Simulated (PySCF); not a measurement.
**Electron correlation in Cd (cadmium, neutral)**

[Kr] 4d10 5s2, closed-shell 1S. Computed with PySCF 2.14 in def2-TZVP with the def2 core potential (28 electrons), with a scalar-relativistic core potential. Frozen: 4s2 4p6; 12 electrons correlated.

MP2 pair energies summed by pair of shells (mhartree):

| pair | energy | share (%) |
| --- | --- | --- |
| 4d-4d | -259.77 | 78.6 |
| 4d-5s | -50.93 | 15.4 |
| 5s-5s | -19.94 | 6.0 |

Total MP2 correlation energy: -330.64 mhartree.

Same-spin part -118.91 and opposite-spin part -211.73 mhartree; SCS-MP2 scales them by 1/3 and 6/5 to -293.71 mhartree.

| level | correlation energy (mhartree) |
| --- | --- |
| CCSD | -319.80 |
| (T) | -5.80 |
| CCSD(T) | -325.60 |

Diagnostics: T1 = 0.014, D1 = 0.0470, largest double amplitude 0.085.

Task: Is a single reference adequate?

Result: Mostly. T1 lies below 0.03, but a double amplitude of this size points to a near-degeneracy that CCSD handles and MP2 describes poorly.
